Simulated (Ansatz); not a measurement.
F₂GeH₅NSi, SMILES `F[SiH](F)[NH][GeH3]`, relaxed with RKS PBE0-D4/def2-TZVP in the Gaussian-basis code of Ansatz from a PBE-D4/def2-SVP geometry. The force threshold is 0.005 eV/Å; the program also tests the step.

The species carries charge 0 and has multiplicity 1.

Start:

```xyz
10

F    -1.490   -2.004    0.399
Si   -0.926   -1.014   -0.771
F    -2.082    0.129   -0.906
N     0.551   -0.254   -0.361
Ge    0.797    1.128    0.871
H    -0.804   -1.805   -2.027
H     1.402   -0.640   -0.779
H     1.350    2.381    0.140
H     1.801    0.672    1.963
H    -0.598    1.406    1.473
```

(1) How much energy does the relaxation release, and in how many steps? (An estimate is asked.)

(2) Which bonds change most? (Estimate.)

(3) Give the relaxed structure. (Estimate.)

Answers

(1) Ansatz gave: 2.12 kcal/mol, in 13 steps.

(2) Ansatz gave: F1–Si2 from 1.633 to 1.590 Å; Si2–F3 from 1.631 to 1.589 Å; Si2–N4 from 1.711 to 1.684 Å; Si2–H6 from 1.489 to 1.472 Å.

(3) Computed: 
```xyz
10

F    -1.478   -1.930    0.400
Si   -0.922   -1.002   -0.766
F    -2.067    0.080   -0.972
N     0.521   -0.233   -0.364
Ge    0.792    1.116    0.875
H    -0.777   -1.828   -1.975
H     1.359   -0.599   -0.790
H     1.341    2.360    0.159
H     1.805    0.636    1.926
H    -0.574    1.398    1.507
```
